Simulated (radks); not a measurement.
Valence configurations of Cd2+ (all share [Kr]). Method: Dirac Kohn-Sham, PBE, spin-unpolarised, spherical densities, point nucleus; open shells are shared between the two j in proportion to 2j + 1; computed with a radial shooting solver on a logarithmic mesh with Libxc functionals. Energies are relative to 4d10; eigenvalues in eV.

valence          E (eV)  e(4d3/2)  e(4d5/2)  e(5p1/2)  e(5p3/2)  e(5s1/2)
4d10              0.000   -30.870   -30.153         -         -         -
4d9.5 5s0.5       4.867   -33.017   -32.279         -         -   -22.218
4d9.5 5p0.5       8.331   -33.708   -32.967   -16.042   -15.529         -
4d9 5s1          10.366   -35.209   -34.450         -         -   -23.110
4d8.5 5s1.5      16.516   -37.439   -36.659         -         -   -24.004
4d9 5p1          17.575   -36.555   -35.791   -17.054   -16.496         -
4d8 5s2          23.339   -39.703   -38.900         -         -   -24.893
4d8.5 5s0.5 5p1  23.975   -38.762   -37.977   -17.702   -17.109   -24.828
4d8 5p2          38.868   -42.260   -41.448   -19.013   -18.366         -
4d7.5 5s0.5 5p2  46.872   -44.507   -43.674   -19.631   -18.948   -27.298

NIST lists [Kr] 4d10 as the ground configuration; this level of theory agrees among the configurations tried. The energies are those of spherical spin-averaged densities, not of single terms.
